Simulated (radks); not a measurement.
Values are calculated unless marked as measured or tabulated.
Effect of the nuclear size on neutral iridium, [Xe] 4f14 5d7 6s2. Level of theory: Dirac Kohn-Sham, LDA (Slater exchange, Perdew-Wang correlation), spin-unpolarised, spherical densities, finite nucleus; open shells are shared between the two j in proportion to 2j + 1; Fermi nuclear charge, rms radius 5.4032 fm (a radial shooting solver on a logarithmic mesh with Libxc functionals). The rms radius is varied about that value; shifts are against it.

| rms radius (fm) | total energy shift (eV) | density at nucleus (e/bohr^3) | 1s1/2 shift (meV) | 2s1/2 shift (meV) | 4p1/2 shift (meV) | 5s1/2 shift (meV) | 5p1/2 shift (meV) | 6s1/2 shift (meV) | 6p1/2 (empty) shift (meV) |
|---|---|---|---|---|---|---|---|---|---|
| 4.5117 | -24.2 | 1.941e+06 | -9760 | -1410 | -0.559 | -14.5 | 0.633 | -1.01 | 0.316 |
| 5.133 | -7.63 | 1.849e+06 | -3070 | -445 | -0.178 | -4.56 | 0.199 | -0.317 | 0.099 |
| 5.4032 | 0 | 1.813e+06 | 0.000 | 0.000 | 0.000 | 0.000 | 0.000 | 0.000 | 0.000 |
| 5.668 | 7.71 | 1.781e+06 | 3110 | 450 | 0.182 | 4.61 | -0.201 | 0.320 | -0.101 |
| 6.5217 | 34.1 | 1.689e+06 | 13700 | 1990 | 0.818 | 20.4 | -0.886 | 1.41 | -0.444 |

Slopes of the eigenvalues against <r^2> in GHz/fm^2, as finite differences over the two radii next to the reference (eigenvalue slopes, not the field-shift constants of lines): 1s1/2 259000, 2s1/2 37500, 4p1/2 15.1, 5s1/2 384, 5p1/2 -16.7, 6s1/2 26.6, 6p1/2 (empty) -8.37.
